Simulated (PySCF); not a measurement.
Isomers of C4H11AsGe, mass 207.929 u with the commonest isotopes. Level of theory: PBE0-D3(BJ)/def2-SVP geometry optimisation, gas phase in PySCF. One conformer each, none proved a minimum here; rigid rotors.

Question: Order these by radius of gyration √(Σ m r²/M), smallest first.
A. `[CH3:1][C@@H:2]1[CH2:3][CH2:4][Ge@H:5]1[AsH2:6]` with C4–Ge5–As6–H 65° and 157°, C1–C2–C3–C4 -150°, C2–C3–C4–Ge5 24°, C3–C4–Ge5–As6 -139°, C1–C2–Ge5–C4 140°
B. `[CH2:1]=[C:2]([CH3:3])[GeH2:4][AsH:5][CH3:6]` with C1–C2–Ge4–As5 111°, C2–Ge4–As5–C6 -67°
C. `[CH2:1]=[CH:2][CH2:3][CH2:4][AsH:5][GeH3:6]` with C1–C2–C3–C4 -119°, C2–C3–C4–As5 -63°, C3–C4–As5–Ge6 -168°

Answer: B (1.823 Å), A (1.894 Å), C (2.200 Å).

Question: Order these by out-of-plane moment Σ m c² = (Ia + Ib − Ic)/2, largest first.
A. `[CH3:1][C@@H:2]1[CH2:3][CH2:4][Ge@H:5]1[AsH2:6]` with C4–Ge5–As6–H 65° and 157°, C1–C2–C3–C4 -150°, C2–C3–C4–Ge5 24°, C3–C4–Ge5–As6 -139°, C1–C2–Ge5–C4 140°
B. `[CH2:1]=[C:2]([CH3:3])[GeH2:4][AsH:5][CH3:6]` with C1–C2–Ge4–As5 111°, C2–Ge4–As5–C6 -67°
C. `[CH2:1]=[CH:2][CH2:3][CH2:4][AsH:5][GeH3:6]` with C1–C2–C3–C4 -119°, C2–C3–C4–As5 -63°, C3–C4–As5–Ge6 -168°

Answer: B (92.70 u·Å²), A (38.91 u·Å²), C (32.29 u·Å²).

Question: Order these by rotational constant A, largest first.
A. `[CH3:1][C@@H:2]1[CH2:3][CH2:4][Ge@H:5]1[AsH2:6]` with C4–Ge5–As6–H 65° and 157°, C1–C2–C3–C4 -150°, C2–C3–C4–Ge5 24°, C3–C4–Ge5–As6 -139°, C1–C2–Ge5–C4 140°
B. `[CH2:1]=[C:2]([CH3:3])[GeH2:4][AsH:5][CH3:6]` with C1–C2–Ge4–As5 111°, C2–Ge4–As5–C6 -67°
C. `[CH2:1]=[CH:2][CH2:3][CH2:4][AsH:5][GeH3:6]` with C1–C2–C3–C4 -119°, C2–C3–C4–As5 -63°, C3–C4–As5–Ge6 -168°

Answer: C (4408 MHz), A (3155 MHz), B (2238 MHz).

```csv
SMILES,point group,Ia (u·Å²),Ib (u·Å²),Ic (u·Å²),κ,μa (D),μb (D),μc (D)
C=CCC[AsH][GeH3],C1,114.65,924.35,974.42,-0.99,0.29,0.82,0.52
C[C@@H]1C[CH2][Ge@H]1[AsH2],C1,160.19,624.47,706.84,-0.92,0.87,0.32,0.41
C=[C](C)[GeH2][AsH]C,C1,225.85,558.06,598.50,-0.91,0.41,0.66,0.50
```
